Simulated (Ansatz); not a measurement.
`BC(B)O[SiH3]` + `CO[SiH2]N` → `BN[SiH2]OC` + `BCO[SiH3]`  (ligand exchange at a B–C bond)

Computed with Ansatz on PBE0-D4/def2-TZVP structures; ΔE is electronic, products minus reactants. CCSD(T)/CBS adds triple-zeta CCSD(T) − MP2 to the extrapolated MP2 energy (def2 sets, frozen cores). This one scheme is used for every species. DFT in def2-TZVPP. B3LYP here is the variant with VWN-RPA as its local correlation; programs differ in this. One conformer a species, not always the lowest.

CCSD(T)/CBS gives -1.21 eV.

(1) Another level gave -1.23 eV. Which?
A. r2SCAN-D4/def2-TZVPP
B. B3LYP-D4/def2-TZVPP
C. SCS-MP2/def2-TZVPP
D. HF/def2-TZVPP

Largest T1 diagnostic among the species: 0.013.

## Answers

(1) B. B3LYP-D4 -1.23, SCS-MP2/def2-TZVPP -1.28, r2SCAN-D4 -1.18, HF/def2-TZVPP -1.36 eV.

In def2-TZVPP, CCSD(T) changes the Hartree–Fock value by +0.12 eV (the triples alone add +0.01 eV) and MP2 by +0.12 eV. The D4 term adds +0.04 eV with B3LYP and +0.02 eV with PBE0; it sums over pairs of atoms, weighted by their polarisabilities, and B3LYP, whose exchange is more repulsive, gets the larger term.
